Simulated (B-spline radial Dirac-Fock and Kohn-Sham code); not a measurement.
## In³⁺: scattering cross sections and density moments

System: In³⁺, [Kr] 4d9 5s1 (not the ground configuration).

Method: Dirac-Fock orbitals of the configuration average with a finite nucleus. Computed with an atomic code on a B-spline grid.

* Sum of ⟨r⟩: 26.46 bohr
* Sum of ⟨r²⟩: 28.55 bohr²
* Sum of ⟨1/r⟩: 289.97 per bohr
* Langevin diamagnetic susceptibility: -22.6 × 10⁻⁶ cm³/mol
* Lamb shielding (α²/3)Σ⟨1/r⟩: 5147 ppm

Coherent scattering is the Thomson cross section weighted by f₀², without anomalous dispersion; incoherent scattering is Klein-Nishina weighted by S. The Lamb formula is the non-relativistic shielding expression. Electron correlation is left out.

```tsv
hν (keV)	coherent (b)	incoherent (b)	incoherent per electron (b)
1	1367	0.4981	0.0108
5	873.4	5.281	0.115
10	494.9	10.08	0.219
17.4793	272.6	14.38	0.313
30	129.1	17.90	0.389
100	18.38	20.19	0.439
500	0.9129	13.12	0.285
1000	0.2334	9.665	0.210
```

Incoherent scattering overtakes coherent scattering between 30 and 100 keV.
